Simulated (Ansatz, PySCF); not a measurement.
C4H3BrO, SMILES Brc1ccco1. Atoms are numbered in the order given.

```xyz
9

Br     0.0110     1.5244     0.0000
C     -0.1009    -0.3253     0.0000
C     -1.1728    -1.1656     0.0000
C     -0.6121    -2.4916     0.0000
C      0.7401    -2.3323     0.0000
O      1.0605    -1.0104     0.0000
H     -2.2213    -0.8759     0.0000
H     -1.1544    -3.4359     0.0000
H      1.5794    -3.0241     0.0000
```
Charge 0, spin multiplicity 1.

Geometry optimised at ωB97X-D3(BJ)/def2-SVP.

Two levels are set side by side: PBE-D3(BJ)/def2-SVP (Ansatz, a quantum-chemistry and plane-wave program) and ωB97X-D3(BJ)/def2-SVP (PySCF). Each level has its own optimised geometry; the coordinates shown are those of the second. Frequencies come from the Hessian of PySCF at each geometry. Differences are taken from unrounded values.

| quantity | ωB97X-D3(BJ) |
|---|---|
| mean bond length (Å) | 1.332 |
| bond Br1–C2 (Å) | 1.853 |
| bond C2–C3 (Å) | 1.362 |
| bond C2–O6 (Å) | 1.348 |
| bond C3–C4 (Å) | 1.440 |
| bond C4–C5 (Å) | 1.362 |
| bond C5–O6 (Å) | 1.360 |
| bond C3–H7 (Å) | 1.088 |
| bond C4–H8 (Å) | 1.089 |
| bond C5–H9 (Å) | 1.088 |
| highest harmonic wavenumber (cm⁻¹) | 3313 |
| mean harmonic wavenumber (cm⁻¹) | 1281 |
| zero-point energy (kcal/mol) | 38.45 |

Task: What does PBE-D3(BJ) give, and how far is it from ωB97X-D3(BJ)? (The exact figures need the calculation; the answer reports its results.)

Result: 
```
quantity                            PBE-D3(BJ)  PBE-D3(BJ) minus ωB97X-D3(BJ)
----------------------------------  ----------  -----------------------------
mean bond length (Å)                     1.341                          0.008
bond Br1–C2 (Å)                          1.865                          0.012
bond C2–C3 (Å)                           1.377                          0.015
bond C2–O6 (Å)                           1.359                          0.011
bond C3–C4 (Å)                           1.437                         -0.003
bond C4–C5 (Å)                           1.374                          0.012
bond C5–O6 (Å)                           1.369                          0.009
bond C3–H7 (Å)                           1.094                          0.006
bond C4–H8 (Å)                           1.096                          0.007
bond C5–H9 (Å)                           1.094                          0.006
highest harmonic wavenumber (cm⁻¹)        3221                            -92
mean harmonic wavenumber (cm⁻¹)           1224                            -57
zero-point energy (kcal/mol)             36.74                          -1.72
```

GGA bonds tend to be longer and softer than those of functionals with exact exchange. Differences between two approximate levels are no errors against the true value.
